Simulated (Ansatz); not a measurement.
```xyz
14

B    -0.033   -0.282   -1.563
C    -0.015   -0.097   -0.019
C    -1.006    0.780    0.687
C     0.731   -1.040    0.875
O     1.014    0.744   -0.776
H     0.577   -1.179   -2.065
H    -0.826    0.349   -2.206
H    -1.470    1.496    0.004
H    -0.557    1.317    1.530
H    -1.808    0.154    1.085
H     0.036   -1.802    1.237
H     1.526   -1.548    0.329
H     1.161   -0.532    1.744
H     0.670    1.640   -0.861
```

The species carries charge 0 and has multiplicity 1.

Task: List the r2SCAN/def2-TZVPP orbital energies in eV (Ansatz). (An estimate is asked.)

Result: The calculation gave: Occupied: -517.48, -274.34, -273.20, -272.90, -179.40, -28.28, -20.56, -18.31, -16.27, -13.16, -12.78, -11.74, -10.74, -10.37, -9.99, -9.66, -8.87, -8.79, -7.45, -6.64. Lowest empty: 0.15, 1.10, 1.49, 2.13, 2.69, 2.75, 3.17, 3.23.
